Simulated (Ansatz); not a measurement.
Geometry optimisation, Ansatz, RKS B3LYP/def2-SVP.

Input:

```yaml
crystal:
  periodic: [false, false, false]
  atoms:
    - { symbol: Ge, position_ang: [-0.448657, -0.149177, -0.415708] }
    - { symbol: H, position_ang: [0.023108, 0.788349, 2.136341] }
    - { symbol: H, position_ang: [0.762548, -0.881582, 0.202085] }
    - { symbol: H, position_ang: [-0.199922, 1.361489, -0.503434] }
    - { symbol: H, position_ang: [-0.735552, -0.739539, -1.818052] }
    - { symbol: O, position_ang: [-1.912921, -0.337462, 0.583966] }
    - { symbol: H, position_ang: [-2.300994, -1.219223, 0.525539] }
    - { symbol: H, position_ang: [-0.65361, 0.547446, 2.175762] }
basis:
  gaussian: { orbitals: def2-SVP }
hamiltonian:
  xc: b3lyp
relax:
  f_tol: 0.03
  max_steps: 50
output:
  orbitals: {}
```

Command:

```bash
$ ansatz run input.yaml --threads 1 --pin off --max-ram 2048MiB --backend cpu --events-out ev --progress --plain --runs-dir out
```

Task: Where does it end, and by what steps?

Result: The forces met the threshold. The force dipped under the threshold on the way, but the program's further checks kept it going. After 16 steps the energy has fallen by 0.193 eV; H2 moved furthest, 1.57 Å.

```csv
step,energy less start (eV),largest force component (eV/Å),accepted
0,0.0000,1.613,yes
1,-0.0995,0.169,yes
2,-0.1337,0.132,yes
3,-0.1486,0.267,yes
4,-0.1588,0.288,yes
5,-0.1635,0.425,yes
6,-0.1725,0.388,yes
7,-0.1802,0.335,yes
8,-0.1840,0.338,yes
9,-0.1882,0.143,yes
10,-0.1896,0.087,yes
11,-0.1857,0.196,no
12,-0.1911,0.026,yes
13,-0.1920,0.050,yes
14,-0.1924,0.090,yes
15,-0.1927,0.061,yes
16,-0.1929,0.025,yes
```

```xyz
8
Properties=species:S:1:pos:R:3
Ge -0.399 -0.262 -0.923
H -0.678 0.834 3.536
H 0.865 -1.096 -0.610
H -0.037 1.182 -1.297
H -1.208 -0.945 -2.050
O -1.419 -0.091 0.546
H -1.751 -0.937 0.877
H -0.840 0.684 2.807
```

Whether the end is a true minimum wasn't checked by a vibrational analysis.

Time of the run: 33 s on 1 thread of Arm Neoverse V2, with other jobs on the host, peak memory 0.17 GiB.
